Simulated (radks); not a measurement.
The numbers below are computed, except where a source is named.
Species: Lu I. Configuration: [Xe] 4f14 5d(up 0.75, down 0.25) 6s2 (fractional occupations, a model configuration). Code: a radial shooting solver on a logarithmic mesh with Libxc functionals. Model: scalar-relativistic Kohn-Sham, PBE, spin-polarised, spherical densities, finite nucleus; Fermi nuclear charge, rms radius 5.37 fm. Some entries of the table are withheld. Estimate them.

orbital  occ.  eigenvalue (hartree)  <1/r> (bohr^-1)
1s down     1             -2323.495            82.19
1s up       1             -2323.495            82.19
2s up       1             -395.5356            19.18
2s down     1             -395.5352            19.18
2p up       3             -348.0314            17.56
2p down     3             -348.0311            17.56
3s down     1             -89.63793            7.091
3s up       1             -89.63787            7.091
3p down     3             -75.37646            6.589
3p up       3             -75.37641            6.589
3d up       5             -58.23833            6.237
3d down     5             -58.23822            6.237
4s up       1             -17.84327            3.000
4s down     1             -17.84323            3.000
4p up       3             -13.16262            2.734
4p down     3             -13.16260            2.734
4d up       5              -7.05250            2.420
4d down     5              -7.05242            2.420
5s up       1              -2.24471            1.133
5s down     1              -2.24025            1.134
5p up       3              -1.16643           0.9358
5p down     3              -1.15977           0.9374
4f up       7              -0.35385            1.826
4f down     7              -0.35270            1.828
6s up       1              -0.17492           0.3460
6s down     1              -0.16677           0.3432
5d up    0.75                   (1)           0.4725
5d down  0.25                   (2)           0.4678

Answer. 
(1) 5d up eigenvalue (hartree): -0.06842
(2) 5d down eigenvalue (hartree): -0.05947
